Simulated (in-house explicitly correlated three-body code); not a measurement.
Computed with an exponentially correlated three-body code. Model: two electrons around a point charge, non-relativistic, variational in 260 exponentially correlated functions (energies converged to about 1e-7 hartree, or 1e-8 relative for large Z).

For two electrons in a singlet the Kohn-Sham orbital is the square root of half the density, so the exact Kohn-Sham potential and energy parts follow from the density alone, and exchange is minus half the Hartree energy. The Kohn-Sham level equals minus the binding energy of the second electron.

Command:
```bash
python run_hyl.py task.json out
```
Settings (lengths in bohr, energies in hartree):
```
Z                      1.42
interaction_strength   1
functions              260
states_tried           13
```

Cost of the run: 34 s on 1 thread of Intel(R) Xeon(R) Platinum 8488C (Sapphire Rapids), on a shared host.

**Converged states only, values per electron or pair.**

Given: nuclear charge 1.42.

```csv
term,mean r (bohr),mean r squared (bohr²),mean inverse r (1/bohr),mean r12 (bohr),mean inverse r12 (1/bohr),mean cosine,mean p1 dot p2 (bohr⁻²),delta r1 (bohr⁻³),delta r12 (bohr⁻³)
1 1S,1.466,3.0593,1.1085,2.29,0.58509,-0.086811,0.085545,0.56441,0.02202
2 3S,4.6246,40.736,0.78925,8.2959,0.1469,-0.015246,0.0022244,0.46195,-
2 1S,5.7925,65.601,0.77386,10.604,0.12053,-0.010791,0.0029753,0.46023,0.00086605
2 3P,6.1253,76.789,0.76588,11.27,0.11261,-0.014017,-0.0056021,0.45422,-
2 1P,6.4834,85.786,0.76231,11.974,0.1044,-0.0074329,0.0036646,0.45564,2.2111e-05
3 3S,11.822,292.19,0.74033,22.623,0.058147,-0.0034575,0.0004919,0.45708,-
3 1S,?,?,?,?,?,?,?,?,?
3 3P,14.863,475.84,0.73442,28.699,0.049098,-0.0041676,-0.0018197,0.45522,-
3 1P,15.42,511.47,0.73324,29.811,0.046409,-0.0021,0.0012282,0.45569,7.6062e-06
4 1S,25.204,1371.4,0.7244,49.368,0.028109,-0.0011203,0.00029159,0.45615,8.625e-05
4 3P,?,?,?,?,?,?,?,?,-
4 1P,27.926,1703.1,0.72308,54.809,0.02613,-0.00087225,0.00053758,0.45571,3.3146e-06
```

Question: What belongs in the row 3 1S?

Answer: mean r (bohr): 13.712; mean r squared (bohr²): 395.99; mean inverse r (1/bohr): 0.73645; mean r12 (bohr): 26.397; mean inverse r12 (1/bohr): 0.051119; mean cosine: -0.0028299; mean p1 dot p2 (bohr⁻²): 0.00074778; delta r1 (bohr⁻³): 0.45685; delta r12 (bohr⁻³): 0.00021965.

Question: What belongs in the row 4 3P?

Answer: mean r (bohr): 27.177; mean r squared (bohr²): 1614.2; mean inverse r (1/bohr): 0.72359; mean r12 (bohr): 53.314; mean inverse r12 (1/bohr): 0.027294; mean cosine: -0.001747; mean p1 dot p2 (bohr⁻²): -0.00078307; delta r1 (bohr⁻³): 0.45549.

**Exact Kohn-Sham parts of the ground state from its density.**

Computed: Hartree energy 1.3177 hartree; exchange energy -0.65885 hartree; DFT correlation energy -0.040782 hartree; kinetic part of the DFT correlation energy 0.032977 hartree; potential part of the DFT correlation energy -0.073759 hartree; exact minus restricted Hartree-Fock -0.040532 hartree; Kohn-Sham level -7.4373 eV; restricted Hartree-Fock level -7.881 eV; dipole polarisability 9.545 bohr³; C6 of two such species 24.859 hartree·bohr⁶.

Question: What is the total energy?

Answer: -1.28151658 hartree.

Question: What is the Kohn-Sham kinetic?

Answer: 1.2485 hartree.

**Functionals on the exact density and self-consistent, errors are functional minus exact, hybrids only self-consistent, a dash where a self-consistent run leaves the top level unbound.**

```
       result  exchange error (millihartree)  correlation error (millihartree)  functional driven error (millihartree)  density driven error (millihartree)  self consistent total error (millihartree)  top level plus exact binding (eV)
      revTPSS                        -5.4405                           -1.8338                                 -7.2743                             -0.15293                                     -7.4272                             4.7418
         SCAN                              ?                                 ?                                       ?                                    ?                                           ?                                  ?
      r2SCAN0                              -                                 -                                       -                                    -                                      1.0765                             3.3306
       r2SCAN                              ?                                 ?                                       ?                                    ?                                           ?                                  ?
         AM05                         66.528                           -40.318                                   26.21                             -0.86933                                       25.34                             5.2022
       PBEsol                         32.634                            -6.316                                  26.318                             -0.76059                                      25.557                             5.1862
B3LYP VWN-RPA                              -                                 -                                       -                                    -                                     -11.953                             3.7235
         PW91                       0.037133                           0.32414                                 0.36127                              -0.7714                                    -0.41013                             5.0217
        HSE06                              -                                 -                                       -                                    -                                       3.544                             3.9944
         PBE0                              -                                 -                                       -                                    -                                      4.2937                             3.5914
```

Question: What belongs in the row SCAN?

Answer: exchange error (millihartree): -6.3565; correlation error (millihartree): 5.8742; functional driven error (millihartree): -0.48235; density driven error (millihartree): -0.17968; self consistent total error (millihartree): -0.66203; top level plus exact binding (eV): 4.7191.

Question: What belongs in the row r2SCAN?

Answer: exchange error (millihartree): -6.3565; correlation error (millihartree): 5.8742; functional driven error (millihartree): -0.48235; density driven error (millihartree): -0.17968; self consistent total error (millihartree): -0.66203; top level plus exact binding (eV): 4.7191.

**Density and exact potentials over r, pair density (one pair, times 4 pi r12^2) and exact minus Kohn-Sham pair density over r12.**

| radius (bohr) | radial density (electrons/bohr) | exchange potential (hartree) | intracule density (1/bohr) | Coulomb hole against Kohn-Sham (1/bohr) | correlation potential (hartree) |
| --- | --- | --- | --- | --- | --- |
| 0.145 | 0.19848 | -1.0882 | 0.0065178 | -0.00752 | -0.055 |
| 0.171 | 0.25687 | -1.0812 | 0.009194 | -0.01017 | -0.051 |
| 0.202 | 0.3291 | -1.0719 | 0.013019 | -0.01368 | -0.047 |
| 0.238 | 0.41398 | -1.06 | 0.018327 | -0.01817 | -0.041 |
| 0.28 | 0.51116 | -1.0449 | 0.025687 | -0.02377 | -0.035 |
| 0.33 | 0.62054 | -1.0256 | 0.036035 | -0.03073 | -0.027 |
| 0.389 | 0.7368 | -1.0015 | 0.050334 | -0.03896 | -0.018 |
| 0.458 | ? | ? | ? | ? | ? |
| 0.54 | 0.95759 | -0.93613 | 0.095584 | -0.05742 | 0.003 |
| 0.637 | 1.0414 | -0.89361 | 0.12938 | -0.06564 | 0.013 |
| 0.75 | 1.0903 | -0.84509 | 0.17105 | -0.07063 | 0.023 |
| 0.884 | ? | ? | ? | ? | ? |
| 1.04 | 1.051 | -0.73063 | 0.27433 | -0.06183 | 0.035 |
| 1.23 | 0.95562 | -0.66519 | 0.32844 | -0.04427 | 0.036 |
| 1.45 | 0.8219 | -0.59886 | 0.37077 | -0.01973 | 0.033 |
| 1.7 | 0.66905 | -0.53458 | 0.39096 | 0.00629 | 0.027 |
| 2.01 | 0.50147 | -0.46872 | 0.38046 | 0.02895 | 0.02 |
| 2.37 | 0.34801 | -0.40754 | 0.33511 | 0.03995 | 0.013 |
| 2.79 | 0.22096 | -0.35181 | 0.2629 | 0.03768 | 0.008 |
| 3.28 | 0.12661 | -0.30213 | 0.18039 | 0.02625 | 0.004 |
| 3.87 | 0.062966 | -0.25742 | 0.10416 | 0.01259 | 0.001 |
| 4.56 | 0.027035 | -0.21899 | 0.04994 | 0.003159 | 0 |
| 5.37 | 0.0097327 | -0.18614 | 0.019316 | -0.0006793 | 0 |

Question: What belongs in the row 0.458?

Answer: radial density (electrons/bohr): 0.85182; exchange potential (hartree): -0.97198; intracule density (1/bohr): 0.069634; Coulomb hole against Kohn-Sham (1/bohr): -0.04806; correlation potential (hartree): -0.008.

Question: What belongs in the row 0.884?

Answer: radial density (electrons/bohr): 1.0952; exchange potential (hartree): -0.79013; intracule density (1/bohr): 0.22063; Coulomb hole against Kohn-Sham (1/bohr): -0.07008; correlation potential (hartree): 0.031.

The density-driven part is never positive, since each functional's own density lowers its energy. Here it is small beside the functional-driven part (median ratio 0.2), the normal case. The correlation energy of density-functional theory lies 0.25 millihartree below exact minus Hartree-Fock, because the Hartree-Fock density, unlike the exact one, minimises the Hartree-Fock energy.
